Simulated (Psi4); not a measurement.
calcium atom (Ca), singlet; BLYP/def2-TZVP (Psi4 1.11).

Psi4 was given this input:
```
memory 2 GB

molecule {
0 1
  Ca    0.00000000    0.00000000    0.00000000
}

set basis def2-tzvp

energy('blyp')
print_variables()
```

Question: What does Psi4 print? Leave out banner, timings and long lists.

Answer: 
```
   => Loading Basis Set <=

    Name: DEF2-TZVP
    Role: ORBITAL
    Keyword: BASIS

         ---------------------------------------------------------
                                   SCF
               by Justin Turney, Rob Parrish, Andy Simmonett
                          and Daniel G. A. Smith
                              RKS Reference
         ---------------------------------------------------------

  ==> Geometry <==

    Molecular point group: d2h
    Geometry (in Angstrom), charge = 0, multiplicity = 1:

       Center              X                  Y                   Z               Mass
    ------------   -----------------  -----------------  -----------------  -----------------
         CA           0.000000000000     0.000000000000     0.000000000000    39.962590863000

  Running in d2h symmetry.

  Rotational constants: A = ************  B = ************  C = ************ [cm^-1]
  Rotational constants: A = ************  B = ************  C = ************ [MHz]
  Nuclear repulsion =    0.000000000000000

  Charge       = 0
  Multiplicity = 1
  Electrons    = 20
  Nalpha       = 10
  Nbeta        = 10

  ==> Algorithm <==

  SCF Algorithm Type is DF.
  DIIS enabled.
  MOM disabled.
  Fractional occupation disabled.
  Guess Type is CORE.
  Energy threshold   = 1.00e-06
  Density threshold  = 1.00e-06
  Integral threshold = 1.00e-12

  ==> Primary Basis <==

  Basis Set: DEF2-TZVP
    Blend: DEF2-TZVP
    Number of shells: 14
    Number of basis functions: 36
    Number of Cartesian functions: 39
    Spherical Harmonics?: true
    Max angular momentum: 2

  ==> DFT Potential <==

   => LibXC <=

    Version 7.1.2
    S. Lehtola, C. Steigemann, M. J. T. Oliveira, and M. A. L. Marques,  SoftwareX 7, 1–5 (2018) (10.1016/j.softx.2017.11.002)

   => Composite Functional: BLYP <=

    BLYP GGA Exchange-Correlation Functional

    P.J. Stephens et. al., J. Phys. Chem., 98, 11623-11627, 1994
    B. Miehlich et. al., Chem. Phys. Lett., 157(3), 200-206 1989

    Deriv               =              1
    GGA                 =           TRUE
    Meta                =          FALSE

    Exchange Hybrid     =          FALSE
    MP2 Hybrid          =          FALSE

   => Exchange Functionals <=

    1.0000     XC_GGA_X_B88

   => Correlation Functionals <=

    1.0000     XC_GGA_C_LYP

   => LibXC Density Thresholds  <==

    XC_GGA_C_LYP:  1.00E-14
    XC_GGA_X_B88:  1.00E-15

   => Molecular Quadrature <=

    Radial Scheme          =       TREUTLER
    Pruning Scheme         =           NONE
    Nuclear Scheme         =       TREUTLER

    Blocking Scheme        =         OCTREE
    BS radius alpha        =              1
    Pruning alpha          =              1
    Radial Points          =             75
    Spherical Points       =            302
    Total Points           =          21134
    Total Blocks           =            244
    Max Points             =            256
    Max Functions          =             36
    Weights Tolerance      =       1.00E-15

   => Loading Basis Set <=

    Name: (DEF2-TZVP AUX)
    Role: JKFIT
    Keyword: DF_BASIS_SCF

  ==> Integral Setup <==

  SCF_SUBTYPE=INCORE selected. In-core MEM_DF algorithm will be used.
  Using in-core AOs.

  ==> MemDFJK: Density-Fitted J/K Matrices <==

    J tasked:                   Yes
    K tasked:                    No
    wK tasked:                   No
    Algorithm:                 Core
    Schwarz Cutoff:           1E-12
    Mask sparsity (%):       0.0000
    Fitting Condition:        1E-10

   => Auxiliary Basis Set <=

  Basis Set: (DEF2-TZVP AUX)
    Blend: DEF2-UNIVERSAL-JKFIT
    Number of shells: 44
    Number of basis functions: 160
    Number of Cartesian functions: 203
    Spherical Harmonics?: true
    Max angular momentum: 4

  Minimum eigenvalue in the overlap matrix is 4.1874101726E-02.
  Reciprocal condition number of the overlap matrix is 1.4962144199E-02.
    Using symmetric orthogonalization.

  ==> Pre-Iterations <==

  SCF Guess: Core (One-Electron) Hamiltonian.

   -------------------------------------------------------
    Irrep   Nso     Nmo     Nalpha   Nbeta   Ndocc  Nsocc
   -------------------------------------------------------
     Ag        12      12       4       4       4       0
     B1g        3       3       0       0       0       0
     B2g        3       3       0       0       0       0
     B3g        3       3       0       0       0       0
     Au         0       0       0       0       0       0
     B1u        5       5       2       2       2       0
     B2u        5       5       2       2       2       0
     B3u        5       5       2       2       2       0
   -------------------------------------------------------
    Total      36      36      10      10      10       0
   -------------------------------------------------------

  ==> Iterations <==

                           Total Energy        Delta E     RMS |[F,P]|

   @DF-RKS iter   1:  -669.25483059589999   -6.69255e+02   1.87550e-01 ADIIS
   @DF-RKS iter   2:  -665.35080298317223    3.90403e+00   2.78459e-01 ADIIS
   @DF-RKS iter   3:  -677.16163808287979   -1.18108e+01   1.99743e-02 DIIS/ADIIS
   @DF-RKS iter   4:  -677.40358722223777   -2.41949e-01   3.31304e-02 DIIS/ADIIS
   @DF-RKS iter   5:  -677.55101799811223   -1.47431e-01   9.33537e-03 DIIS/ADIIS
   @DF-RKS iter   6:  -677.56262212943329   -1.16041e-02   6.84686e-04 DIIS/ADIIS
   @DF-RKS iter   7:  -677.56266074353755   -3.86141e-05   6.65819e-05 DIIS
   @DF-RKS iter   8:  -677.56266100849621   -2.64959e-07   2.88466e-05 DIIS
   @DF-RKS iter   9:  -677.56266114654420   -1.38048e-07   1.46083e-06 DIIS
   @DF-RKS iter  10:  -677.56266114682933   -2.85127e-10   6.35634e-08 DIIS
  Energy and wave function converged.

  ==> Post-Iterations <==

   Electrons on quadrature grid:
      Ntotal   =   20.0000003985 ; deviation = 3.985e-07

    Orbital Energies [Eh]
    ---------------------

    Doubly Occupied:

[...]
       4Ag    -0.132219

    Virtual:

[...]
    Final Occupation by Irrep:
             Ag   B1g   B2g   B3g    Au   B1u   B2u   B3u
    DOCC [     4,    0,    0,    0,    0,    2,    2,    2 ]
    NA   [     4,    0,    0,    0,    0,    2,    2,    2 ]
    NB   [     4,    0,    0,    0,    0,    2,    2,    2 ]

  @DF-RKS Final Energy:  -677.56266114682933

   => Energetics <=

    Nuclear Repulsion Energy =              0.0000000000000000
    One-Electron Energy =                -926.8103527624564322
    Two-Electron Energy =                 285.2724703751146080
    DFT Exchange-Correlation Energy =     -36.0247787594875462
    Empirical Dispersion Energy =           0.0000000000000000
    VV10 Nonlocal Energy =                  0.0000000000000000
    Total Energy =                       -677.5626611468293277

Computation Completed

Properties will be evaluated at   0.000000,   0.000000,   0.000000 [a0]

Properties computed using the SCF density matrix

 Multipole Moments:

 ------------------------------------------------------------------------------------
     Multipole            Electronic (a.u.)      Nuclear  (a.u.)        Total (a.u.)
 ------------------------------------------------------------------------------------

 L = 1.  Multiply by 2.5417464519 to convert [e a0] to [Debye]
 Dipole X            :          0.0000000            0.0000000            0.0000000
 Dipole Y            :          0.0000000            0.0000000            0.0000000
 Dipole Z            :          0.0000000            0.0000000            0.0000000
 Magnitude           :                                                    0.0000000

 ------------------------------------------------------------------------------------

  Variable Map:
  ----------------------------------------------------------------------------
[...]
  Array Variable Map:
  ----------------------------------------------------------------------------
[...]
[...]
```
